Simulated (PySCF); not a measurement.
Molecule: SMILES S1SSS[SH+]SSS1 (HS8 (cation, charge +1)). Atoms near the plane z = 0.0 Å, at the PBE0/def2-SVP optimised geometry (x, y, z in Å): S5 (-0.5, -1.6, 0.0), S6 (-0.9, 0.6, 0.0), S7 (0.5, 1.6, -1.0), H9 (0.9, -1.6, 0.0).

Computed with PBE0/def2-TZVP (PySCF). Cells within 0.4 Å of a nucleus heavier than hydrogen are left out (blank, or x). The values are rescaled to run from 0 to 1.

```
|555555555555444444444555555|
|555555555555444444444455555|
|555555555555444444444455555|
|555555555555544444444445555|
|555555555555544444444445555|
|555555555555554444444445555|
|555555556666555444444445555|
|555555566777665544444555555|
|555555567888765555555555555|
|555555567898765555555555555|
|5555555677x7655555555555555|
|555555555xxx334455555555555|
|5555554432xx123455555555555|
|555554443100023445555555555|
|555555443222234455555555555|
|555555555555555555555555555|
|555555566787766555555555555|
|55555556799xx76655555555555|
|55555566899xx66555555555555|
|55555556787xx44555555555555|
|555555556654333444455555555|
|555555555543333444445555555|
|555555554443333444445555555|
|555555544443334444445555555|
|555555544444444444445555555|
|555555544444444444445555555|
|555555554444444444455555555|
```
Scale: ten equal steps from 0.000 (start of '0') to 1.00 (end of '9'), in the order '0123456789'; x runs from -4.00 to 4.00, y from -4.00 (bottom) to 4.00 (top).

Q: Which quantity is mapped?
A) electrostatic potential
B) an orbital amplitude
C) electron localisation function
D) log10 of the electron density

A: B, an orbital amplitude. In full: LUMO amplitude (bohr^(-3/2)).
